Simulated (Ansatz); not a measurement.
Total energies of Cl3HOSi (`O[Si](Cl)(Cl)Cl`).

```csv
atom,x (Å),y (Å),z (Å)
O1,0.3293,-0.5832,1.1722
Si2,0.0064,0.2466,-0.1769
Cl3,0.8562,-0.6270,-1.8016
Cl4,-1.9938,0.3628,-0.5098
Cl5,0.7684,2.0951,0.0866
H6,0.0335,-1.4943,1.2295
```

The species carries charge 0 and has multiplicity 1. Geometry: relaxed with PBE0-D4/def2-TZVP. It is one conformer, not always the lowest. Basis def2-TZVPP, Ansatz.

RPA on PBE orbitals: Hartree–Fock energy of these orbitals -1743.12336 Eh, correlation -1.45977 Eh (frozen core).

| functional | energy without D4 (Eh) | D4 term (kJ/mol) |
| --- | --- | --- |
| LDA (SPW92) | -1740.08147 | – |
| PBE | -1745.43085 | -23.6 |
| revPBE | -1745.87456 | -61.3 |
| PBE0 | -1745.57035 | -20.1 |
| B3LYP | -1746.27984 | -39.0 |
| r2SCANh | -1746.06576 | -5.7 |
| r2SCAN0 | -1746.05160 | -6.4 |
| LC-ωPBE | -1745.71151 | – |
| ωB97X-V | -1745.94775 | – |
| PBE-QIDH | -1745.23190 | – |

(1) Give the same for BLYP, r2SCAN, B97M-V, HSE06 (plane-wave form), BHLYP, CAM-B3LYP, ωB97M-V, B2PLYP. (Estimate.)

B3LYP takes the VWN-RPA correlation (the form of Gaussian; ORCA's B3LYP/G). HSE06 is the plane-wave form, built on full-range PBE exchange. The double hybrids freeze the cores in their second-order part.

## Answers

(1) The calculation gave: 
```csv
functional,energy without D4 (Eh),D4 term (kJ/mol)
BLYP,-1746.19397,-51.3
r2SCAN,-1746.07591,-5.2
B97M-V,-1745.77246,–
HSE06 (plane-wave form),-1745.53787,-18.9
BHLYP,-1746.18843,-33.0
CAM-B3LYP,-1746.24846,-20.8
ωB97M-V,-1746.12623,–
B2PLYP,-1745.67035,–
```

LC-ωPBE has ω = 0.4 bohr⁻¹.
